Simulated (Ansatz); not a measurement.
The lowest singlet and triplet of BH (SMILES [BH]); geometries from B3LYP-D3(BJ)/def2-TZVP, each state relaxed from the structure named, with no frequency check.
Singlet (charge 0, multiplicity 1):
```xyz
2

B      0.000     0.000    -0.206
H      0.000     0.000     1.028
```

A positive gap puts the triplet lower; no zero-point energy. R- takes a restricted singlet. U- takes an unrestricted singlet (broken symmetry where lower, unprojected). The triplet is unrestricted in single-reference levels.

Cores are frozen in the correlated methods.

Codes used: Ansatz (a first-principles code) with Gaussian orbitals. 

The comparison value is -30.95 kcal/mol (FCI/cc-pVQZ). Full CI is exact for the correlated electrons in its own basis alone.

Problem. Order these levels by the size of their error in the gap E(singlet) − E(triplet), vertical, at the singlet's geometry, against full CI in the same basis, smallest first: U-MP2/cc-pVQZ (spin-contaminated), R-CCSDT/cc-pVQZ, U-SCS-MP2/cc-pVQZ (spin-contaminated), R-HF/cc-pVQZ, R-SCS-MP2/cc-pVQZ. Give each level's value less the comparison value.

Solution. R-CCSDT/cc-pVQZ (0.06 kcal/mol), R-SCS-MP2/cc-pVQZ (0.84 kcal/mol), U-SCS-MP2/cc-pVQZ (spin-contaminated) (6.65 kcal/mol), U-MP2/cc-pVQZ (spin-contaminated) (10.87 kcal/mol), R-HF/cc-pVQZ (21.85 kcal/mol)

Doubts at one or more of the structures used: a restricted determinant that unrestricted orbitals would lower (R-CCSDT/cc-pVQZ, R-HF/cc-pVQZ, R-SCS-MP2/cc-pVQZ).
